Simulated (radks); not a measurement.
Results of a calculation; reference values are marked as such.
Question: The chlorine ion Cl4+, configuration [He] 2s2 2p5.5 3s2 3p1 3d0.5 (fractional occupations, a model configuration). Level of theory: Dirac Kohn-Sham, PBE, spin-unpolarised, spherical densities, point nucleus; open shells fill j = l - 1/2 first (a radial shooting solver on a logarithmic mesh with Libxc functionals). Some entries of the table are withheld. Estimate them.

orbital,occ.,eigenvalue (eV),<1/r> (bohr^-1),r(max) (bohr)
1s1/2,2,-2839.523,(1),0.05946
2s1/2,2,-329.6149,(2),0.3588
2p1/2,2,-271.1813,(3),0.2966
2p3/2,3.5,-269.4104,(4),0.2984
3s1/2,2,(5),1.057,1.177
3p1/2,1,-62.4198,0.9730,1.228
3p3/2,0,-62.1968,0.9688,1.233
3d3/2,0.5,-41.6310,0.7894,1.265
3d5/2,0,-41.6122,0.7888,1.266
4s1/2,0,-30.1531,0.4725,2.803
4p1/2,0,-25.7124,0.4364,(6)
4p3/2,0,-25.6521,0.4352,(7)

Answer: 
(1) 1s1/2 <1/r> (bohr^-1): 16.68
(2) 2s1/2 <1/r> (bohr^-1): 3.363
(3) 2p1/2 <1/r> (bohr^-1): 3.280
(4) 2p3/2 <1/r> (bohr^-1): 3.255
(5) 3s1/2 eigenvalue (eV): -76.7422
(6) 4p1/2 r(max) (bohr): 3.042
(7) 4p3/2 r(max) (bohr): 3.049
